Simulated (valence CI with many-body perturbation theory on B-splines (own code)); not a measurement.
**Gd³³⁺ in brief**

Computed by relativistic CI+MBPT: three valence electrons over a frozen Dirac-Fock core [Ar] 3d10, a basis of 11 s, 11 p, 9 d, 7 f, 5 g, 2 h, 1 i functions for each j, with the one-electron correlation potential Σ1, the two-electron term Σ2, the three-electron term Σ3, Breit, model QED; selected CI, second order for the rest (own B-spline code, finite nucleus).

The last digits are not significant, and no measured levels were compared; by estimate large intervals hold to a few tenths of a per cent, small ones and those within an open d or f shell to about a per cent.

Levels are named by their leading jj configuration (3d3/2^4 stands for four electrons in 3d with j = 3/2), which in mixed levels can hold well under half, so a name can repeat and another be missing.

Rates and lifetimes use the calculated energies. Strong lines usually hold to 10 to 20 %, long lifetimes can be off by a factor of two.

Task: What is the ground level?

Result: (4s^2 4p1/2) J=1/2, composition 99 % 4s2.4p 2P°, g = 0.661.

Task: What is the ionisation energy?

Result: 1370.2 eV; NIST lists 1368 ± 5 eV (theoretical).

Task: Among levels below 394.29 eV, which E1 lines absorb most strongly from the ground level?

Result: to (4s^2 4d3/2) J=3/2 at 7.413 nm, f = 0.627; to (4s 4p1/2 4p3/2) J=1/2 at 9.804 nm, f = 0.386; to (4s 4p1/2 4p3/2) J=3/2 at 10.05 nm, f = 0.359.

Task: What are the static dipole polarisabilities of the lowest levels?

Result: (4s^2 4p1/2) J=1/2 0.0718 bohr³, of which the core gives 0.00450.

Task: Where does the other parity begin?

Result: At (4s 4p1/2^2) J=1/2, 72.20 eV.
